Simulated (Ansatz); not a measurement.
Coupled-cluster diagnostics for BMe2(iBu) (C6H15B), Ansatz.

Geometry of the singlet (PBE-D4/def2-SVP):

Cartesian coordinates in Å:
```
B 0.193 -1.219 -0.126
C -0.676 -1.986 -1.197
C 1.766 -1.342 -0.190
C -0.532 -0.371 1.008
C -0.560 1.168 0.761
C -1.263 1.528 -0.555
C 0.831 1.813 0.831
H -1.624 -1.474 -1.461
H -0.987 -2.933 -0.691
H -0.141 -2.288 -2.120
H 2.316 -1.001 0.709
H 2.106 -0.711 -1.046
H 2.095 -2.370 -0.454
H -0.025 -0.547 1.984
H -1.585 -0.710 1.124
H -1.163 1.610 1.587
H -0.689 1.166 -1.435
H -1.374 2.627 -0.663
H -2.276 1.079 -0.614
H 1.481 1.482 -0.005
H 1.351 1.560 1.778
H 0.757 2.919 0.772
```

Correlated methods freeze 7 core orbitals.

(1) Estimate the CCSD(T) correlation energy, the shares of MP2 and (T), T1 and the reference's ⟨S²⟩ for: charge 0, singlet, own geometry in def2-SVP; and the rough time on 4 threads of Arm Neoverse V1 on a shared host.

## Answers

(1) 
| state | basis | correlation (eV) | MP2 share (%) | (T) share (%) | T1 | ⟨S²⟩ (pure) | wall time |
| --- | --- | --- | --- | --- | --- | --- | --- |
| charge 0, singlet, own geometry | def2-SVP | -29.614 | 88.1 | 3.0 | 0.008 | 0.00 (0.00) | 86 s |
Customary marks for T1 are 0.02 (closed shells), 0.045 (open shells) and about 0.05 (3d metals). T1 stays under 0.02 throughout.
